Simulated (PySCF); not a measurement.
**Polarisability and C₆ of F²⁺ (fluorine, charge +2)**

[He] 2s1 2p3 3s1, high-spin 6S determinant (an excited configuration). Calculation: PySCF 2.14, in aug-cc-pV5Z (7s6p5d4f3g2h, 127 functions); the non-relativistic Hamiltonian (point nucleus). Coupled (time-dependent) response in atomic units; α is the mean over directions.

| method | mean α (bohr³) | C₆ (like pair) | S(−4) |
| --- | --- | --- | --- |
| BHandHLYP | 32.45 | 126.9 | 1345 |

S(−4) is the Cauchy moment in α(ω) = α(0) + S(−4) ω² + …

α(iu) at BHandHLYP:

| u (hartree) | α(iu) (bohr³) |
| --- | --- |
| 0 | 32.45 |
| 0.0500 | 29.41 |
| 0.100 | 23.02 |
| 0.200 | 12.55 |
| 0.300 | 7.367 |
| 0.500 | 3.439 |
| 0.750 | 1.880 |
| 1.00 | 1.256 |
| 1.50 | 0.7411 |
| 2.00 | 0.5167 |
| 3.00 | 0.3051 |
| 5.00 | 0.1452 |

A single London oscillator, α(iu) = α/(1 + u²/ω²), gives C₆ = (3/4) ω α². Matching the computed C₆ needs ω = 4 × 126.9 / (3 × 32.45²) = 0.161 hartree.

For an ion, C₆ is the dispersion term alone; charge-induced terms of lower order in 1/R come first.

The outer electron is Rydberg-like, and this basis confines it to a smaller radius and binds it less than a complete one would.
